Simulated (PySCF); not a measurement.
Ranking problems on computed properties.

Species are written as SMILES; each is one conformer at its optimised geometry, gas phase, non-relativistic unless stated. Electronic properties by PySCF.

The conformers computed, where there is a choice (atom-mapped SMILES and torsion angles):
- `[CH3:1][CH2:2][C@@H:3]([CH3:4])[C@H:5]([F:6])[C:7](=[O:8])[Cl:9]`: C1–C2–C3–C4 172°, C2–C3–C5–F6 -63°, C3–C5–C7–O8 -64°
- `[CH:1]#[C:2][c:3]1[p:4][c:5]([C:6]([F:7])([F:8])[F:9])[cH:10][s:11]1`: P4–C5–C6–F7 -111°
- `[CH3:1][CH2:2][CH2:3][C@@:4]([CH3:5])([F:6])[C:7](=[O:8])[Cl:9]`: C1–C2–C3–C4 179°, C2–C3–C4–C5 -178°, C3–C4–C7–O8 59°
- `[CH3:1][C:2](=[S:3])[CH2:4][F:5]`: C1–C2–C4–F5 0°
- `[CH3:1][CH2:2][CH:3]1[CH:4]=[CH:5][PH:6][CH:7]=[CH:8]1`: C1–C2–C3–C4 63°
- `[CH:1]#[C:2][CH2:3][P@H+:4]([CH3:5])[CH2:6][CH:7]=[CH2:8]`: C2–C3–P4–C5 64°, C3–P4–C6–C7 -56°, P4–C6–C7–C8 -98°

The conformers of `C[P@]1(=O)C=C(C(F)(F)F)CC1`, `[SiH3]CC[S+]1CCCC1` and `CC(=O)[C@@H]1C[SiH2]O[Si@H]1Cl` aren't listed.

Question: Rank by dipole moment, lowest first (PBE0/pcSseg-1 at GFN2-xTB geometries).
A. `Clc1ccc2cccn2c1`
B. `C#Cc1pc(C(F)(F)F)cs1`
C. `CCC[C@@](C)(F)C(=O)Cl`
D. `CC[C@@H](C)[C@H](F)C(=O)Cl`

Answer: A (0.89 D), C (2.49 D), D (2.70 D), B (2.93 D).

Q: By how much do the two ends of that ranking differ?

A: By 2.04 D, between `C#Cc1pc(C(F)(F)F)cs1` and `Clc1ccc2cccn2c1`.

Question: Rank by HOMO energy, lowest first (PBE0/pcSseg-1 at GFN2-xTB geometries).
A. `CC(=S)CF`
B. `C1(CC[P@](C=1)(=O)C)C(F)(F)F`
C. `CC[C@@H](C)[C@H](F)C(=O)Cl`
D. `C#Cc1pc(C(F)(F)F)cs1`

Answer: C (-8.60 eV), B (-7.90 eV), D (-7.19 eV), A (-6.68 eV).

Q: Give the two extremes of that set in hartree.

A: `CC[C@@H](C)[C@H](F)C(=O)Cl`: -0.316 Eh; `CC(=S)CF`: -0.245 Eh.

Question: Rank by HOMO–LUMO gap, highest first (PBE0/pcSseg-1 at GFN2-xTB geometries).
A. `[SiH3]CC[S+]1CCCC1`
B. `C#CC[P@H+](C)CC=C`
C. `CCC1C=CPC=C1`
D. `O=C(C)[C@@H]1C[SiH2]O[Si@H]1Cl`
E. `CC(=S)CF`

Answer: A (8.00 eV), B (7.40 eV), D (6.67 eV), C (6.51 eV), E (4.43 eV).

Q: By how much do the two ends of that ranking differ?

A: By 3.57 eV, between `[SiH3]CC[S+]1CCCC1` and `CC(=S)CF`.

Question: Rank by smallest rotational constant, highest first (GFN2-xTB).
A. `CC[C@@H](C)[C@H](F)C(=O)Cl`
B. `Clc1ccc2cccn2c1`
C. `C#Cc1pc(C(F)(F)F)cs1`
D. `CCC1C=CPC=C1`

Answer: D (1.174 GHz), A (0.770 GHz), B (0.612 GHz), C (0.434 GHz).
